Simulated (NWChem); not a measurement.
System: C$_{3}$H$_{2}$F$_{2}$; SMILES FC=C=CF

Input file for NWChem:

```
start job
memory heap 200 mb stack 900 mb global 1100 mb
geometry units angstroms noautosym nocenter noautoz
  F     -2.203369    -0.176868     0.430100
  C     -1.255656     0.364232    -0.329146
  C      0.000000     0.000000    -0.289537
  C      1.255656    -0.364232    -0.329146
  F      2.203369     0.176868     0.430100
  H     -1.644166     1.149102    -0.988421
  H      1.644166    -1.149102    -0.988421
end
basis spherical
  F library def2-svp
  C library def2-svp
  H library def2-svp
end
dft
  xc pbe0
  iterations 150
end
cosmo
  do_cosmo_smd true
  solvent water
end
task dft energy
```

Parts of the log:

```
             Northwest Computational Chemistry Package (NWChem) 7.3.0
             --------------------------------------------------------

                             Geometry "geometry" -> ""
                             -------------------------

 Output coordinates in angstroms (scale by  1.889725989 to convert to a.u.)

  No.       Tag          Charge          X              Y              Z
 ---- ---------------- ---------- -------------- -------------- --------------
    1 F                    9.0000    -2.20336900    -0.17686800     0.43010000
    2 C                    6.0000    -1.25565600     0.36423200    -0.32914600
    3 C                    6.0000     0.00000000     0.00000000    -0.28953700
    4 C                    6.0000     1.25565600    -0.36423200    -0.32914600
    5 F                    9.0000     2.20336900     0.17686800     0.43010000
    6 H                    1.0000    -1.64416600     1.14910200    -0.98842100
    7 H                    1.0000     1.64416600    -1.14910200    -0.98842100

 Effective nuclear repulsion energy (a.u.)     147.5906444796

                                 NWChem DFT Module
                                 -----------------

 Summary of "ao basis" -> "ao basis" (spherical)
 ------------------------------------------------------------------------------
       Tag                 Description            Shells   Functions and Types
 ---------------- ------------------------------  ------  ---------------------
 F                          def2-svp                 6       14   3s2p1d
 C                          def2-svp                 6       14   3s2p1d
 H                          def2-svp                 3        5   2s1p

 in cosmo_initialize ...
 calling solv_data for solv:h2o

 solvent parameters
 solvname_short: h2o
 solvname_long:  water
 dielec:       78.4000
 dielecinf:     1.7769
 aqueous SMD model solvent descriptors
 dielec:       78.4000
 sola:          0.8200

          ---------------
          -cosmo- solvent
          ---------------
 Cosmo: York-Karplus, doi: 10.1021/jp992097l
 dielectric constant -eps-     =  78.40
 screen = (eps-1)/(eps    )    =   0.98724
 surface charge correction     = lagrangian

   van der Waals surface
 --------------------------

 ---------- ATOMIC COORDINATES (A.U.) ------------ VDWR(ANG.) --
     1   -4.16376366   -0.33423206    0.81277115     1.730
     2   -2.37284578    0.68829868   -0.62199575     1.850
     3    0.00000000    0.00000000   -0.54714559     1.850
     4    2.37284578   -0.68829868   -0.62199575     1.850
     5    4.16376366    0.33423206    0.81277115     1.730
     6   -3.10702322    2.17148791   -1.86784485     1.200
     7    3.10702322   -2.17148791   -1.86784485     1.200
 number of segments per atom =        128
 number of   points per atom =        128
 atom (   nspa,  nppa )
 ----------------------
    1 (     85,     0 )       0
    2 (     49,     0 )       0
    3 (     54,     0 )       0
    4 (     49,     0 )       0
    5 (     85,     0 )       0
    6 (     55,     0 )       0
    7 (     55,     0 )       0
 number of -cosmo- surface points =      432
 molecular surface =    101.285 angstrom**2
 molecular volume  =     77.962 angstrom**3
 -lineq- algorithm             =   0
 -bem- low  level              =   3
 -bem- from -octahedral-
 gaussian surface charge width =   4.50000
 degree of switching           =   1.00000
 switching function tolerance  =   0.00010
 atomic radii =
 --------------
    1  9.000  1.730
    2  6.000  1.850
    3  6.000  1.850
    4  6.000  1.850
    5  9.000  1.730
    6  1.000  1.200
    7  1.000  1.200
 ...... end of -cosmo- initialization ......

 nat:                     7
 ixmem:                  2814
 calling mnsol_interface()
 G(SMD-CDS) energy (kcal/mol)  =     4.681
 SMD-CDS SASA (angstrom**2)    =   119.806

[...]

                                COSMO-SMD solvation results
                                ---------------------------

             internal energy in gas <Psi(g)|H|Psi(g)> =      -314.545627763300
         internal energy in solvent <Psi(s)|H|Psi(s)> =      -314.544670766116
                               delta internal energy  =         0.000956997184 (    0.60 kcal/mol)
   total free energy in solvent <Psi(s)|H+V/2|Psi(s)> =      -314.551566066877
 polarization energy contribution <Psi(s)|V/2|Psi(s)> =        -0.006895300761 (   -4.33 kcal/mol)
    total free energy in solvent including G(SMD-CDS) =      -314.544106100466
                       G(SMD-CDS) energy contribution =         0.007459966410 (    4.68 kcal/mol)
     1 M fixed-concentration free energy of solvation =         0.001521662833 (    0.95 kcal/mol)

                       DFT Final Molecular Orbital Analysis
                       ------------------------------------

 Vector   17  Occ=2.000000D+00  E=-3.990542D-01
              MO Center= -9.6D-08,  7.1D-09,  4.3D-03, r^2= 4.6D+00
   Bfn.  Coefficient  Atom+Function         Bfn.  Coefficient  Atom+Function
  ----- ------------  ---------------      ----- ------------  ---------------
     5     -0.257475  1 F  py                61     -0.257475  5 F  py
     4      0.247709  1 F  px                60      0.247709  5 F  px
    32     -0.228333  3 C  px                71     -0.195620  6 H  s
    76      0.195620  7 H  s                  8      0.176107  1 F  py
    64      0.176107  5 F  py                 7     -0.172754  1 F  px

 Vector   18  Occ=2.000000D+00  E=-2.912449D-01
              MO Center=  1.7D-07, -2.2D-08, -1.9D-01, r^2= 2.4D+00
   Bfn.  Coefficient  Atom+Function         Bfn.  Coefficient  Atom+Function
  ----- ------------  ---------------      ----- ------------  ---------------
    34      0.415981  3 C  pz                37      0.296696  3 C  pz
    19      0.199306  2 C  py                47     -0.199306  4 C  py
    20      0.176793  2 C  pz                48      0.176794  4 C  pz
     5      0.161363  1 F  py                61     -0.161363  5 F  py
     8     -0.126726  1 F  py                64      0.126726  5 F  py

 Vector   19  Occ=2.000000D+00  E=-2.908182D-01
              MO Center= -1.7D-07,  2.1D-08, -2.5D-01, r^2= 2.4D+00
   Bfn.  Coefficient  Atom+Function         Bfn.  Coefficient  Atom+Function
  ----- ------------  ---------------      ----- ------------  ---------------
    33      0.406601  3 C  py                36      0.285068  3 C  py
    20      0.198274  2 C  pz                48     -0.198274  4 C  pz
     6      0.182898  1 F  pz                62     -0.182898  5 F  pz
    19      0.160407  2 C  py                47      0.160407  4 C  py
     9     -0.142180  1 F  pz                65      0.142180  5 F  pz

 Vector   20  Occ=0.000000D+00  E=-6.396073D-03
              MO Center=  3.5D-05, -1.2D-05, -2.0D-01, r^2= 2.9D+00
   Bfn.  Coefficient  Atom+Function         Bfn.  Coefficient  Atom+Function
  ----- ------------  ---------------      ----- ------------  ---------------
    36     -0.402526  3 C  py                23      0.391327  2 C  pz
    51     -0.391344  4 C  pz                33     -0.358366  3 C  py
    20      0.315505  2 C  pz                48     -0.315522  4 C  pz
    72      0.190786  6 H  s                 77     -0.190764  7 H  s
    22      0.173283  2 C  py                35     -0.173213  3 C  px

 Vector   21  Occ=0.000000D+00  E=-6.391314D-03
              MO Center= -3.5D-05,  1.2D-05, -3.6D-01, r^2= 2.9D+00
   Bfn.  Coefficient  Atom+Function         Bfn.  Coefficient  Atom+Function
  ----- ------------  ---------------      ----- ------------  ---------------
    37      0.431890  3 C  pz                34      0.367061  3 C  pz
    22     -0.352536  2 C  py                50      0.352517  4 C  py
    19     -0.291579  2 C  py                47      0.291561  4 C  py
    21     -0.207146  2 C  px                49      0.207154  4 C  px
    72      0.199634  6 H  s                 77      0.199654  7 H  s

 Vector   22  Occ=0.000000D+00  E= 1.223209D-01
              MO Center=  1.8D-07, -1.5D-07, -1.2D+00, r^2= 6.7D+00
   Bfn.  Coefficient  Atom+Function         Bfn.  Coefficient  Atom+Function
  ----- ------------  ---------------      ----- ------------  ---------------
    72     -1.455330  6 H  s                 77     -1.455330  7 H  s
    17      1.363339  2 C  s                 45      1.363340  4 C  s
    31     -0.820857  3 C  s                 23     -0.393976  2 C  pz
    51     -0.393976  4 C  pz                16      0.314422  2 C  s
    44      0.314422  4 C  s                 22      0.311127  2 C  py

     Multipole analysis of the density
     ---------------------------------

     L   x y z        total         alpha         beta         nuclear
     -   - - -        -----         -----         ----         -------
     0   0 0 0     -0.000000    -19.000000    -19.000000     38.000000

     1   1 0 0     -0.000000     -0.000000     -0.000000      0.000000
     1   0 1 0      0.000000      0.000000      0.000000      0.000000
     1   0 0 1     -0.786772     -0.467070     -0.467070      0.147368

     2   2 0 0    -21.245317   -210.090985   -210.090985    398.936652
     2   1 1 0     -3.029451      2.506528      2.506528     -8.042507
     2   1 0 1     -0.000000     -0.000000     -0.000000      0.000000
     2   0 2 0    -18.731929    -17.929254    -17.929254     17.126580
     2   0 1 1      0.000000      0.000000      0.000000      0.000000
     2   0 0 2    -19.491145    -22.399166    -22.399166     25.307188
```

Level: PBE0/def2-SVP, SMD on the gas-phase geometry. Coordinates come from a PBE0/def2-SVP optimisation. Solvent: water.
